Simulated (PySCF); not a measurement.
A structure optimised at r2SCAN-D4/def2-SVP, used in a PySCF frequency run:

```
In
F 1 1.9876
C 1 2.1496 2 108.55
H 3 1.0986 1 112.33 2 179.31
H 3 1.1002 4 109.63 1 120.56
H 3 1.1003 4 109.59 5 118.93
C 1 2.1496 2 108.55 3 180.00
H 7 1.0986 1 112.33 2 179.31
H 7 1.1002 8 109.63 1 120.56
H 7 1.1003 8 109.59 9 118.93
```

Q: Write its SMILES, formula and point group.

A: [CH3][In]([CH3])[F], C₂H₆FIn, C2

Q: What are its rotational constants (standard atomic weights)?

A: 5.3467, 3.6634, 2.2357 GHz
